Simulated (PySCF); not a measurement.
## Static response to an electric field

Compound: C7H8O.
Geometry (GFN2-xTB, Å), atoms numbered from 1 in this order:
```xyz
16
C7H8O angstrom
O      2.6653   -0.0097   -1.2709
C      1.9417   -0.5725   -0.4951
C      0.5657   -0.1731   -0.1368
C      0.2271    0.2565    1.3094
C     -0.9230    1.0196    0.6845
C     -1.4599    0.1636   -0.4484
C     -0.6240   -1.0995   -0.4807
C     -0.2593    1.0374   -0.6608
H      2.2739   -1.4891    0.0396
H      0.9779    0.9234    1.7286
H     -0.0025   -0.5405    2.0171
H     -1.5052    1.7944    1.1526
H     -2.4530    0.2841   -0.8454
H     -0.5470   -1.5150   -1.4834
H     -0.8530   -1.8904    0.2343
H     -0.0322    1.8198   -1.3559
```

Level: wB97X-D/def2-SVPD (PySCF), static field, nuclei fixed, core orbitals frozen in the response. The polarisability tensor in these axes (au):

```
x   80.56 -2.00 -4.05
y   -2.00 70.96 -0.52
z   -4.05 -0.52 71.34
```

**Question.** Diagonalise the tensor; give its mean and Δα, where Δα² is half the sum of the squared differences of the eigenvalues.

**Answer.** Principal values 69.00, 71.53 and 82.34 au; mean 74.29 au = 11.01 Å³ = 12.25 × 10⁻⁴⁰ C²·m²/J; Δα = 12.27 au (17 % of the mean).

**Question.** What is the dipole moment, and where does it point?

**Answer.** (-2.51, -0.63, 1.69) D, 3.09 D in size, pointing from the negative to the positive side. Measured along this direction, the outermost atoms are O1 at the negative end and H12 and H13 at the positive end.

**Question.** Form Σ f/ω² (atomic units) for the 8 lowest TDDFT singlets, given as eV and f, and set it beside the mean polarisability, which is this sum over all singlets: 4.28, 0.0001; 6.39, 0.0330; 7.05, 0.0010; 7.54, 0.0033; 7.58, 0.0199; 7.79, 0.0031; 7.93, 0.1396; 8.11, 0.0091.

**Answer.** They add up to 2.70 au, 3.6 % of the 74.29 au; the largest single term is 1.64 au, from the state at 7.93 eV. Terms in order: 0.00, 0.60, 0.01, 0.04, 0.26, 0.04, 1.64, 0.10 au. Higher excitations give the rest. The strengths listed sum to 0.209.

**Question.** What depolarisation ratio follows for Rayleigh scattering of linearly polarised light, taking the static tensor?

**Answer.** ρ = 3Δα²/(45ᾱ² + 4Δα²) = 451.9/(248360 + 602.6) = 0.00182.

**Question.** Orientational against electronic polarisability at 400 K (dilute gas, rigid molecules)?

**Answer.** In Gaussian units μ²/3kT = 57.65 Å³ against 11.01 Å³, a ratio of 5.24; the Debye molar polarisation (4π/3)N_A(α + μ²/3kT) is 173.2 cm³/mol, leaving out the vibrational part.

**Question.** Refractivity n − 1 of an ideal gas of it at 400 K and 1 atm, from the electronic α?

**Answer.** N = p/kT = 1.8347 × 10¹⁹ cm⁻³, so n − 1 = 2π × N × 11.01 × 10⁻²⁴ cm³ = 1269 × 10⁻⁶ at long wavelengths, for an ideal gas.

Geometry: GFN2-xTB, one conformer, isolated molecule.

These values come from a run that also computed excited states. Time: 55 s wall. Hardware: Arm Neoverse V1, one thread, shared host.
